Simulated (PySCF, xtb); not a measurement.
propoxymethylsilane (C₄H₁₂OSi), SMILES [SiH3]COCCC. Other conformers were not sampled.

Harmonic wavenumbers (cm⁻¹) from xtb with GFN2-xTB at its own minimum, in rising order: 55, 71, 106, 130, 140, 208, 300, 324, 460, 519, 562, 758, 760, 778, 794, 798, 813, 930, 942, 986, 1079, 1119, 1132, 1152, 1200, 1235, 1260, 1286, 1339, 1360, 1408, 1472, 1493, 1498, 1502, 1505, 2242, 2283, 2288, 2818, 2831, 2856, 2872, 2977, 2995, 3030, 3038, 3054.

Question: What does B3LYP-D3(BJ)/def2-SVP (PySCF) give at its own minimum? (Estimate from the structure and the level; the computed values follow.)

Answer: 58, 78, 116, 160, 177, 230, 319, 330, 474, 522, 611, 755, 775, 871, 901, 927, 928, 950, 954, 974, 1074, 1129, 1170, 1178, 1235, 1266, 1292, 1306, 1365, 1401, 1418, 1453, 1465, 1470, 1484, 1503, 2215, 2233, 2236, 2938, 2950, 2977, 2984, 3029, 3034, 3076, 3106, 3130. Paired by order, the mean absolute difference is 41 cm⁻¹ and the zero-point energies are 92.6 and 94.7 kcal/mol.
